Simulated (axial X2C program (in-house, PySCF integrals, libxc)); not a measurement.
# WH: bond constants with and without spin–orbit coupling

All values were computed with an in-house relativistic program for diatomic molecules. Spin-free means the one-electron spin-free X2C Hamiltonian; two-component (2c) means X2C with spin–orbit coupling and atomic mean-field two-electron Coulomb and Gaunt terms, so the difference of the two also holds small scalar two-electron terms. Basis: W dyall-v3z [13s14p9d7f2g], H dyall-v3z [6s2p1d] (cores contracted in-house); Gaussian nuclei, density fitting, unrestricted open shells. Masses: W 183.951 u, H 1.008 u.

The run was started with this input:
```json
{"zs": [74, 1], "q": 0, "bas": ["dyall-v3z", "dyall-v3z"], "levels": ["PBE0", "HF", "TPSS", "PBEsol"], "cc": false, "r0": 1.69, "npts": 10, "nst": 2, "ntry": 6, "thr": -6.0}
```
```bash
python so2c.py task.json out
```

Keys: zs atomic numbers; q charge; bas basis sets; levels methods; cc coupled cluster on or off; r0 starting distance in Å; npts points on the curve; nst determinants followed; ntry starts of the search; thr threshold in hartree for freezing inner shells (an s shell follows its p shell). HF also brings MP2.

State, spin-free: M_S = 5/2, Λ = 0 (beyond evenly filled blocks: σα, π+α, π-α, δ+α, δ-α); electrons by block: σα: 14, σβ: 13, π+α: 8, π+β: 7, π-α: 8, π-β: 7, δ+α: 4, δ+β: 3, δ-α: 4, δ-β: 3, φ+α: 1, φ+β: 1, φ-α: 1, φ-β: 1. Fragments: W + H.

State, 2c: Ω = 5/2 (⟨Sz⟩ = 2.47, ⟨Lz⟩ = 0.03 at PBE0); electrons by block: 1/2: 21, -1/2: 21, 3/2: 11, -3/2: 11, 5/2: 5, -5/2: 4, 7/2: 1, -7/2: 1. Fragments: W + H.

| Hamiltonian | level | Re (Å) | ωe (cm⁻¹) | Be (cm⁻¹) | αe (cm⁻¹) | k (mdyn/Å) | μ (D) |
| --- | --- | --- | --- | --- | --- | --- | --- |
| spin-free | PBE0 | 1.704 | 1939.6 | 5.792 | 0.139 | 2.22 | -1.96 |
| spin-free | HF | 1.750 | 1848.5 | 5.492 | 0.125 | 2.02 | -2.41 |
| spin-free | MP2 | 1.680 | 2022.8 | 5.956 | 0.136 | 2.42 | n/a |
| spin-free | TPSS | 1.710 | 1925.0 | 5.752 | 0.14 | 2.19 | -1.82 |
| spin-free | PBEsol | 1.700 | 1933.0 | 5.818 | 0.145 | 2.21 | -1.71 |
| 2c | PBE0 | 1.703 | 1937.5 | 5.796 | 0.138 | 2.22 | -1.96 |
| 2c | HF | 1.749 | 1849.4 | 5.499 | 0.124 | 2.02 | -2.38 |
| 2c | MP2 | 1.680 | 2019.7 | 5.956 | 0.135 | 2.41 | n/a |
| 2c | TPSS | 1.709 | 1923.2 | 5.756 | 0.14 | 2.18 | -1.82 |
| 2c | PBEsol | 1.700 | 1930.1 | 5.821 | 0.145 | 2.2 | -1.70 |

Correlated methods: 29 electrons correlated (number of frozen shells: W 4 s, 3 p, 2 d; H none), 229 virtual spin orbitals or spinors in MP2.

Dipoles are positive if H is the positive end.

One determinant describes the state; a PBE0 search over occupations chose it and may have missed a lower one. De is not given where an atomic determinant may have missed its ground term or J level, or where the truncated virtual space spoils (T). Density functionals use the spin component along the axis (collinear). The functionals have no current-density term, which raises determinants with orbital currents, atoms included. With several unpaired electrons one determinant need not be a pure state. This is the top spin component of a Σ state; components of lower Ω are not single determinants and can lie lower.

Rough cost a point (2c) on 1 thread(s) of a shared host, integrals apart: PBE0 1.3 s, HF 1.1 s, TPSS 1.2 s, PBEsol 0.6 s.
